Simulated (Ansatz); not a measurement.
CH6Cl2O2Si2 can be A, `CO[Si@H](Cl)[Si@H](O)Cl`, or B, `O[Si](O)(Cl)C[SiH2]Cl`.

Gas-phase electronic energies from Ansatz, PBE0-D4/def2-TZVP geometries. CCSD(T)/CBS is the MP2 limit (def2-TZVPP, def2-QZVPP) plus CCSD(T) − MP2 in def2-TZVPP, frozen cores. DFT in def2-TZVPP. B3LYP here is the variant with VWN-RPA as its local correlation; programs differ in this. Each species was taken in one conformer, which may not be the lowest.

A:

Z-matrix (Å, degrees):
```
C
O 1 1.415
H 1 1.090 2 108.1
H 1 1.095 2 111.2 3 119.4
H 1 1.094 2 110.7 3 -119.3
Si 2 1.638 1 124.6 3 -170.8
Si 6 2.341 2 101.4 1 177.3
Cl 6 2.065 2 110.5 1 -64.8
H 6 1.485 2 110.7 1 51.8
O 7 1.636 6 107.8 2 30.0
Cl 7 2.064 6 106.2 2 -89.9
H 7 1.477 6 116.9 2 150.6
H 10 0.961 7 115.9 6 -35.1
```

B:

```xyz
13

O    -1.225    2.264    0.524
Si   -0.872    0.680    0.457
O    -2.114   -0.088   -0.263
Cl   -0.638   -0.078    2.363
C     0.734    0.487   -0.439
Si    1.506   -1.203   -0.394
Cl    0.069   -2.643   -0.799
H    -2.069    2.523    0.899
H    -2.036   -1.042   -0.359
H     1.458    1.187   -0.006
H     0.572    0.783   -1.481
H     2.069   -1.515    0.938
H     2.545   -1.354   -1.439
```

Q: Which isomer does CCSD(T)/CBS put lower? Give the gap. (An estimate is asked.)

A: Ansatz gave: B, by 36.1 kcal/mol.

Q: Give E(B) − E(A) in kcal/mol with B3LYP, ωB97M-V, HF/def2-TZVPP, B2PLYP, PBE-D4, MP2/def2-TZVPP, B3LYP-D4. (Estimate.)

A: The calculation gave: B3LYP -30.5, ωB97M-V -37.0, HF/def2-TZVPP -32.2, B2PLYP -33.4, PBE-D4 -31.4, MP2/def2-TZVPP -38.5, B3LYP-D4 -32.6. None reverses the order clearly.

Largest T1 diagnostic: 0.011.

The D4 term adds −2.1 kcal/mol with B3LYP and −1.1 kcal/mol with PBE0; it sums over pairs of atoms, weighted by their polarisabilities, and B3LYP, whose exchange is more repulsive, gets the larger term. In def2-TZVPP, CCSD(T) changes the Hartree–Fock value by −3.4 kcal/mol (the triples alone add −0.2 kcal/mol) and MP2 by −6.3 kcal/mol.
